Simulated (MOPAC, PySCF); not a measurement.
C2H3BO, SMILES `BOC#C` (H–B–O–C torsion 180°), neutral singlet in the gas phase. 

Cartesian coordinates (Å):
```xyz
7

B     -1.4139    -0.0520     0.8142
O     -0.4733    -0.6745     0.0171
C      0.7386    -0.2184    -0.1703
C      1.8728     0.1307    -0.3976
H     -2.4690    -0.6130     0.8680
H     -1.1278     0.9664     1.3778
H      2.8726     0.4606    -0.5830
```
Charge 0, spin multiplicity 1.

All levels are single points at this geometry (PBE-D3(BJ)/def2-TZVP); Pople sets use spherical d functions. Orbital energies aren't observables, and empty levels follow the basis.

```tsv
level	HOMO (eV)	LUMO (eV)	gap (eV)	dipole (D)	vertical IE, Delta-SCF (eV)
PBE-D3(BJ)/def2-TZVP in PySCF	-6.64	-2.40	4.24	0.48	–
B3LYP/3-21G in PySCF	-7.46	-1.27	6.19	0.80	–
B3LYP/6-311+G** in PySCF	-7.62	-1.70	5.92	0.68	–
B3LYP/6-31G* in PySCF	-7.21	-1.14	6.07	0.59	10.12
BP86/6-31G* in PySCF	-6.38	-2.06	4.32	0.51	–
M06-2X/6-31G* in PySCF	-8.76	0.12	8.88	0.69	–
PBE/6-31G* in PySCF	-6.28	-1.99	4.29	0.50	10.06
SVWN5/6-31G* in PySCF	-6.46	-2.25	4.21	0.55	–
HF/3-21G in PySCF	-10.51	2.77	13.28	1.13	–
HF/6-31G* in PySCF	-10.29	2.99	13.28	0.91	8.97
HF/STO-3G in PySCF	-8.42	6.94	15.36	0.69	–
PM3 in MOPAC	-10.88	0.33	11.21	0.68	–
PM7 in MOPAC	-10.58	-0.52	10.07	1.11	–
```
